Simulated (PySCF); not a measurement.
Vertical excitations of a molecule C4H4OSe from TDA-PBE/def2-SVPD (PySCF), as energy in eV (oscillator strength): 2.95 (0.013), 3.68 (0.003), 3.89 (0.010), 4.59 (0.006), 4.75 (0.031), 5.03 (0.028), 5.20 (0.002), 5.33 (0.009), 5.57 (0.032), 5.64 (0.022). Lowest triplet (TDA): 2.58 eV. Geometry: ωB97X-D3(BJ)/def2-SVP. Other conformers were not sampled.

Question: Identify the compound among the candidates.
A. C=C1CC(=O)[Se]1
B. O=C[C@@H]1C=C[Se]1
C. C=C=C[Se]C=O
D. C#C[C@H]([SeH])C=O

Answer: B, O=C[C@@H]1C=C[Se]1
